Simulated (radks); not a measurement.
Problem. Spherical quantum dot in the effective-mass picture: electrons in a parabolic well V = omega^2 r^2 / 2 with omega = 0.679, all in effective atomic units (hartree* = m*/eps^2 hartree, bohr* = eps/m* bohr), one dielectric constant everywhere. Calculated with a radial shooting solver with Libxc functionals: non-relativistic Kohn-Sham, PBE, spin-polarised, spherical densities. Levels are named by radial order and angular momentum (1s, 1p, 1d, 2s, ...), and open shells are averaged over m. At N = 17 the configuration is 1s2 1p6 1d(up 5, down 4). Does electron 18 go into 2s up or 2s down or 1d down?

Solution. Into 1d down. The total energies of the other choices lie higher by 0.0656 hartree* (2s up), 0.0721 hartree* (2s down).
